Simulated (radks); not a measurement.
Problem. Ar8+, 10 electrons, occupied as [Ne] (the NIST ground configuration). Method: scalar-relativistic Kohn-Sham, exchange-only LDA, spin-polarised, spherical densities, point nucleus; computed with a radial shooting solver on a logarithmic mesh with Libxc functionals. Some entries of the table are withheld. Estimate them.

| orbital | occ. | eigenvalue (hartree) | <r> (bohr) |
|---|---|---|---|
| 1s | 2 | -120.6243 | (1) |
| 2s | 2 | -16.81157 | (2) |
| 2p | 6 | -14.42783 | 0.3701 |
| 3s | 0 | (3) | (4) |
| 3p | 0 | -4.86575 | 1.143 |

Solution. 
(1) 1s <r> (bohr): 0.08590
(2) 2s <r> (bohr): 0.4101
(3) 3s eigenvalue (hartree): -5.49807
(4) 3s <r> (bohr): 1.119
